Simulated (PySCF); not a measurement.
## Mayer bond orders and bond lengths

C4H8F3PSi.
SMILES with atom numbers: `[F:1][C:2]([F:3])([F:4])[P:5]([SiH3:6])[CH:7]1[CH2:8][CH2:9]1` (hydrogens: H10, H11, H12 on Si6; H13 on C7; H14, H15 on C8; H16, H17 on C9)

Cartesian coordinates in Å at the GFN2-xTB level; atoms count from 1:
```xyz
17
C4H8F3PSi angstrom
F     -1.2415    1.5126   -1.4431
C     -1.2186    1.6780   -0.1041
F     -2.4671    2.0233    0.2487
F     -0.4407    2.7459    0.1204
P     -0.6277    0.1796    0.8549
Si    -2.0465   -1.2754   -0.1250
C      0.8792   -0.0941   -0.1558
C      1.9265   -1.0249    0.3904
C      2.1923    0.4415    0.3497
H     -3.3883   -0.9036    0.3150
H     -1.6331   -2.5752    0.4015
H     -1.9352   -1.2557   -1.5849
H      0.7198   -0.0999   -1.2302
H      2.4415   -1.6676   -0.3076
H      1.7477   -1.4814    1.3535
H      2.8916    0.8259   -0.3773
H      2.1933    0.9830    1.2841
```

Bond orders from the PBE0/pcSseg-1 density (PySCF). One conformer (not necessarily the lowest) at the GFN2-xTB geometry, without solvent, vibrations or thermal averaging.

(1) How far do the computed orders between heavy atoms stray from the drawn ones?

(2) Give the Mayer order of every bond, beside its length.

Results:

(1) The largest departure is 0.139, at P5–Si6 (drawn single, 0.861). Drawn single, order below 0.88: P5–Si6 (0.861).

(2) 
```tsv
bond	drawn as	length (Å)	Mayer order
F1–C2	single	1.349	0.946
C2–F3	single	1.343	0.975
C2–F4	single	1.340	0.991
C2–P5	single	1.875	0.916
P5–Si6	single	2.256	0.861
P5–C7	single	1.835	0.934
C7–C8	single	1.504	0.938
C8–C9	single	1.491	0.987
C9–C7	single	1.506	0.935
Si6–H10	single	1.460	0.941
Si6–H11	single	1.462	0.936
Si6–H12	single	1.464	0.931
C7–H13	single	1.086	0.921
C8–H14	single	1.080	0.955
C8–H15	single	1.081	0.951
C9–H16	single	1.079	0.956
C9–H17	single	1.080	0.950
```

Bonds between the same two heavy elements. C–F: lowest F1–C2 (0.946, 1.349 Å), highest C2–F4 (0.991, 1.340 Å). C–P: all 2 within 0.02 of one another (0.916 to 0.934). C–C: lowest C9–C7 and C7–C8 (0.935, 1.506 Å), highest C8–C9 (0.987, 1.491 Å). Bonds named together lie within 0.004.

Task: Sum the orders of all bonds at each heavy atom with more than one neighbour and set the sums beside the valence in the SMILES.

Result: C2 3.828 (drawn 4), P5 2.711 (drawn 3), Si6 3.669 (drawn 4), C7 3.728 (drawn 4), C8 3.831 (drawn 4), C9 3.828 (drawn 4). Orders between atoms that aren't bonded are not in these sums.

The Mayer order sums products of elements of PS (density times overlap matrix) between the two atoms' basis functions, so it depends on the basis set.
